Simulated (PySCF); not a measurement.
C5H8F3PS.
SMILES with atom numbers: `[CH3:1][P@:2](=[S:3])([CH:4]1[CH2:5][CH2:6]1)[C:7]([F:8])([F:9])[F:10]`

Definitions: NICS(0) = −σiso at the ring centroid; NICS(1) = −σiso and NICS(1)zz = −σzz at ±1 Å along the ring normal z. Level: GIAO PBE0/pcSseg-1 (PySCF, non-relativistic, gas phase) on the GFN2-xTB geometry, one conformer.

Ring bond lengths (Å), with Mayer bond orders in brackets: C4–C5 1.501 (0.92), C5–C6 1.491 (0.97), C6–C4 1.504 (0.94).

What do the NICS probes read (ppm)?

```
    ring                                            type  NICS(0)  NICS(1), two faces  NICS(1)zz, two faces  rms pucker (Å)  centre to ring atoms, mean (Å)
C4–C5–C6  3-membered carbocycle; formal bonds all single    -43.4         -9.4 / -8.4         -23.8 / -24.0            0.00                            0.87
```

What can be read from them?

- C4–C5–C6: mean NICS(1)zz -23.9 ppm, shielded. C4, C5, C6 have four or more neighbours; no verdict on aromaticity is drawn. NICS(0) lies 34 ppm below the mean NICS(1).

At the second NICS(1) probe listed for ring C4–C5–C6, 1 Å off the ring, how large is the induced field along the normal in 1 T applied along it?

NICSzz × B0 = -24.0 ppm × 1 T = -24 μT, against the applied field.

List the ring angles and the Hirshfeld charges of the ring atoms.

- C4–C5–C6: C4 59.5° (-0.089 e), C5 60.4° (-0.080 e), C6 60.2° (-0.077 e); sum 180.0° against 180° for a flat convex ring.

What are the shieldings of the ring atoms and their hydrogens in the same run (means over atoms taken as equivalent)?

```tsv
atoms	environment	σ isotropic (ppm)	principal values of the symmetric part, first atom (ppm)
C4	sp3 carbon bound to phosphorus	169.8	131.3, 159.6, 218.6
C5	three-membered-ring carbon	177.8	151.1, 176.9, 205.4
C6	three-membered-ring carbon	183.0	155.0, 180.0, 214.1
H on C4	methine hydrogen	30.32	23.7, 28.5, 38.8
H on C5	methylene hydrogen	31.09	25.2, 30.0, 38.1
H on C5	methylene hydrogen	30.71	25.2, 25.5, 41.4
H on C6	methylene hydrogen	31.19	25.0, 29.8, 38.8
H on C6	methylene hydrogen	30.71	24.8, 25.7, 41.7
```

Shape of the structure used: `[CH3:1][P@:2](=[S:3])([CH:4]1[CH2:5][CH2:6]1)[C:7]([F:8])([F:9])[F:10]`: C1–P2–C4–C5 -15°, C1–P2–C7–F8 55°.
